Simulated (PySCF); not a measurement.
AlClI2, SMILES [Cl][Al]([I])[I]. Heavy atoms are numbered as in [Al:1]([Cl:2])([I:3])[I:4].

Geometry optimised at r2SCAN-D4/def2-SVP. The def2 effective core potentials stand for the cores of I; spin–orbit coupling is left out.

Level of theory: r2SCAN/def2-TZVP (PySCF).

ESP charges are fitted to the potential on shells at 1.4 to 2.0 van der Waals radii. Atomic charges (e), one atom of each kind:

| atom | Mulliken | ESP fit |
|---|---|---|
| Al1 | … | 0.38 |
| Cl2 | … | -0.17 |
| I3 | … | -0.11 |

Question: What belongs in the gaps? (The exact figures need the calculation; the answer reports its results.)

Answer: 
- Al1, Mulliken: 0.50
- Cl2, Mulliken: -0.21
- I3, Mulliken: -0.14
